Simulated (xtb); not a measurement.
C2H7NOSi2, SMILES CC1=N[SiH2]O[SiH2]1. All values are semi-empirical tight-binding results from xtb (GFN2-xTB unless named), good for trends rather than for accurate numbers. Coordinates come from a GFN2-xTB optimisation. The structure was generated by enumeration, and PubChem lists no compound with its InChIKey, so it may never have been made.

Computed properties:
```yaml
point_group_as_xtb_finds_it: Cs
orbital_gap: 2.30 eV
dipole_moment: 1.85 D
zero_point_energy: 53.6 kcal/mol
G − E(el) at 298.15 K (modified RRHO): 33.6 kcal/mol
static polarisability (D4 model): 88.3 bohr³
solvation energy, GFN2-xTB/ALPB(water): -0.3 kcal/mol
solvation energy, GFN2-xTB/ALPB(methanol): -3.6 kcal/mol
```
